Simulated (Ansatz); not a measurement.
CuCl₄, that is [CuCl4]- with one electron fewer. The state is a doublet with charge 0. Geometry r2SCAN-D4/def2-SVPD, that of the charge -1 singlet; atoms count from 1.

```xyz
5

Cu    0.000    0.000    0.000
Cl   -0.855    0.416   -1.998
Cl    1.657    1.404   -0.417
Cl    0.859   -0.421    1.994
Cl   -1.661   -1.399    0.420
```

Q: Estimate the Mulliken populations from the PBE0/def2-TZVPD orbitals of Ansatz.

A: 
| atom | charge (e) | spin (α − β) | d electrons |
| --- | --- | --- | --- |
| Cu1 | -0.18 | -0.06 | 9.32 |
| Cl2 | 0.04 | 0.27 | – |
| Cl3 | 0.04 | 0.27 | – |
| Cl4 | 0.04 | 0.27 | – |
| Cl5 | 0.04 | 0.27 | – |
Mulliken values depend strongly on the basis. With diffuse functions, as here, like atoms can get unlike values, and bond orders can come out too low or too high.

Q: Where does the spin sit?

A: Summed by element: Cu -0.06, Cl 1.06, of 1 unpaired in all. Largest on single atoms: Cl4 0.27, Cl3 0.27, Cl5 0.27.

Q: And the Mayer bond orders between heavy atoms (over 0.3)?

A: Cu1–Cl2 0.77 (2.21 Å); Cu1–Cl3 0.77 (2.21 Å); Cu1–Cl4 0.77 (2.21 Å); Cu1–Cl5 0.77 (2.21 Å).
